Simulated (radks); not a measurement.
The table gives one normalised radial function P(r) = r R(r) of Dy2+ in [Xe] 4f7.5 6p2.5 (r in bohr). All-electron calculation, scalar-relativistic Kohn-Sham, SCAN, spin-polarised, spherical densities, finite nucleus; open shells are filled with parallel spins first (spin-orbit coupling, left out, can overturn this in heavy ions); meta-GGA in the generalised Kohn-Sham scheme; Fermi nuclear charge, rms radius 5.2218 fm. Program: a radial shooting solver on a logarithmic mesh with Libxc functionals.

| r | P |
|---|---|
| 0.001034 | 0.0000 |
| 0.001632 | 0.0000 |
| 0.002575 | 0.0000 |
| 0.004062 | 0.0000 |
| 0.006409 | 0.0000 |
| 0.01003 | 0.0000 |
| 0.01583 | 0.0002 |
| 0.02497 | 0.0011 |
| 0.0394 | 0.0055 |
| 0.06216 | 0.0242 |
| 0.09807 | 0.0916 |
| 0.1547 | 0.2808 |
| 0.2441 | 0.6494 |
| 0.3852 | 1.0642 |
| 0.6077 | 1.1507 |
| 0.9588 | 0.8073 |
| 1.501 | 0.3644 |
| 2.368 | 0.0889 |
| 3.736 | 0.0101 |
| 5.894 | 0.0003 |
| 9.299 | 0.0000 |

Which n and l does it have? It may be an empty orbital.

Answer. n = 4, l = 3: the number of nodes gives n - l - 1 = 0, the rise at small r (about r^(l+1), flatter next to the nucleus through relativity) gives l, and the extent must fit the shell. The curve is that of 4f up; the table hardly tells the two spins apart. 4f up: eigenvalue -47.406 eV, 0 radial nodes, <r> = 0.738 bohr, 90 % of the charge inside 1.22 bohr.
